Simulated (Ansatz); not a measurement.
System: HgCl (charge 0, doublet). The spin state was set by rule; other spins were not relaxed. 
Geometry from a B3LYP-D3(BJ)/def2-TZVP (Ansatz, a first-principles code) optimisation:
```xyz
2

Hg     0.0000     0.0000    -0.4308
Cl     0.0000     0.0000     2.0275
```
Charge 0, spin multiplicity 2.

Total electronic energies in hartree. Valence correlation only, unless marked. UHF or UKS for open shells. Spin-orbit coupling is left out. The frozen core is the preceding noble-gas configuration, with the filled d and f shells of earlier blocks. In def2 rows, elements after Kr have scalar-relativistic effective core potentials. CBS marks a two-point X^-3 extrapolation of the correlation energy; Hartree-Fock from the larger set.

```csv
level,program,energy (Eh)
HF/def2-QZVPP,Ansatz,-612.06806
HF/def2-QZVPPD,Ansatz,-612.06814
RI-HF/def2-QZVPP,Ansatz,-612.06799
BLYP-D3(BJ)/def2-TZVPD,Ansatz + dftd3,-613.69501
r2SCAN-D4/def2-TZVPD,Ansatz + dftd4,-613.74651
B3LYP/def2-TZVPD,Ansatz,-613.78150
PBE0-D4/def2-TZVP,Ansatz + dftd4,-613.55425
PBE0/def2-QZVPP,Ansatz,-613.56826
HSE06-D4/def2-TZVPD,Ansatz + dftd4,-613.54697
HSE06/def2-TZVPD,Ansatz,-613.54580
LC-wPBE-D3(BJ)/def2-TZVPD,Ansatz + dftd3,-613.59739
B2GP-PLYP-D3(BJ)/def2-TZVPD,Ansatz + dftd3,-613.24465
B2GP-PLYP-D4/def2-TZVPD,Ansatz + dftd4,-613.24294
B2PLYP-D3(BJ)/def2-TZVPD,Ansatz + dftd3,-613.35283
B2PLYP/def2-TZVPD,Ansatz,-613.35129
MP2/def2-TZVPPD,Ansatz,-612.65826
"MP2/CBS(def2-TZVPP,def2-QZVPP)",Ansatz,-612.7452
RI-MP2/def2-TZVPPD,Ansatz,-612.65819
"RI-MP2/CBS(def2-TZVPP,def2-QZVPP)",Ansatz,-612.7451
SCS-MP2/def2-SVP,Ansatz,-612.25826
SCS-MP2/def2-TZVPP,Ansatz,-612.60506
CCSD/def2-SVPD,Ansatz,-612.32600
"CCSD(T)/CBS(def2-TZVPPD,def2-QZVPPD)",Ansatz,-612.7522
```

Totals of different functionals don't rank their quality; only differences between species are comparable.
